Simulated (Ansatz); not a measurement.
Two structures of AlN3H8, closed shell, reached by relaxing down either side of one saddle point (PBE0-D4/def2-TZVP). Energies are electronic, without zero-point energy. Program: Ansatz 0.2.0. Basis: def2-TZVPP and def2-QZVPP. Cores are frozen in the correlated methods. Extrapolation: Hartree–Fock as exp(−7.88 √X), correlation as X^−2.97. First:

Al1  (0.078, -0.029, 0.644)
H2  (0.860, -0.889, 1.749)
N3  (0.650, 1.649, 0.248)
N4  (-1.704, -0.320, 0.463)
H5  (1.426, -1.698, -0.949)
N6  (0.727, -0.976, -1.071)
H7  (1.500, 2.013, 0.652)
H8  (-0.003, 2.413, 0.160)
H9  (-2.345, 0.411, 0.193)
H10  (-2.187, -0.945, 1.090)
H11  (1.098, -0.249, -1.676)
H12  (-0.099, -1.380, -1.503)
(Å)

Second:

```json
{"atom": "Al1", "x (Å)": "-0.3137", "y (Å)": "0.5198", "z (Å)": "-0.2440"}
{"atom": "H2", "x (Å)": "1.6662", "y (Å)": "-2.8338", "z (Å)": "1.4956"}
{"atom": "N3", "x (Å)": "0.2861", "y (Å)": "2.1708", "z (Å)": "-0.0249"}
{"atom": "N4", "x (Å)": "-1.8966", "y (Å)": "0.0512", "z (Å)": "0.3945"}
{"atom": "H5", "x (Å)": "1.4542", "y (Å)": "-2.3395", "z (Å)": "0.9746"}
{"atom": "N6", "x (Å)": "0.6777", "y (Å)": "-0.6784", "z (Å)": "-1.0950"}
{"atom": "H7", "x (Å)": "1.0731", "y (Å)": "2.5670", "z (Å)": "-0.5101"}
{"atom": "H8", "x (Å)": "-0.1082", "y (Å)": "2.8491", "z (Å)": "0.6045"}
{"atom": "H9", "x (Å)": "-2.5968", "y (Å)": "0.6906", "z (Å)": "0.7299"}
{"atom": "H10", "x (Å)": "-2.2194", "y (Å)": "-0.8965", "z (Å)": "0.4915"}
{"atom": "H11", "x (Å)": "1.6421", "y (Å)": "-0.5512", "z (Å)": "-1.3517"}
{"atom": "H12", "x (Å)": "0.3354", "y (Å)": "-1.5492", "z (Å)": "-1.4648"}
```

Q: Which bonds change from the first to the second?

A: AlN₂H₅ ([NH2][AlH][NH2]) + NH₃ → AlN₃H₆ ([NH2][Al]([NH2])[NH2]) + H₂; bonds formed: H2–H5; dative contacts that become bonds: Al1–N6; bonds broken: Al1–H2, H5–N6.

Q: Give the saddle point's structure and its height above each. (An estimate is asked for; the value comes from the calculation.)

A: By the calculation: 31.12 kcal/mol above the first and 24.78 kcal/mol above the second (CCSD(T) at an estimated basis limit (MP2 extrapolated from triple and quadruple zeta, plus CCSD(T) − MP2 in triple zeta)).
Al1  (-0.093, 0.118, 0.191)
H2  (0.814, -1.182, 1.111)
N3  (0.542, 1.772, 0.307)
N4  (-1.790, -0.252, 0.563)
H5  (0.990, -1.334, 0.115)
N6  (0.769, -0.893, -1.166)
H7  (1.338, 2.125, -0.197)
H8  (0.277, 2.427, 1.024)
H9  (-2.552, 0.398, 0.461)
H10  (-2.111, -1.093, 1.013)
H11  (1.584, -0.569, -1.670)
H12  (0.231, -1.517, -1.752)
(Å)

T1 diagnostic: at most 0.012.

The step is the kind of exchange with an N–H group that builds nitride films in atomic layer and chemical vapour deposition.

Labels in which every atom is bracketed show which atoms are joined, not bond orders.

For scale, one of the runs: CCSD(T)/def2-TZVPP, 247 basis functions, launched by `ansatz run in.yaml --threads 4 --pin off --events-out ev --progress --plain --max-ram 9574MiB`. The run took 120 s on 4 CPU threads of an Arm Neoverse V1 (shared host), with 5.1 GiB of host memory at its peak.
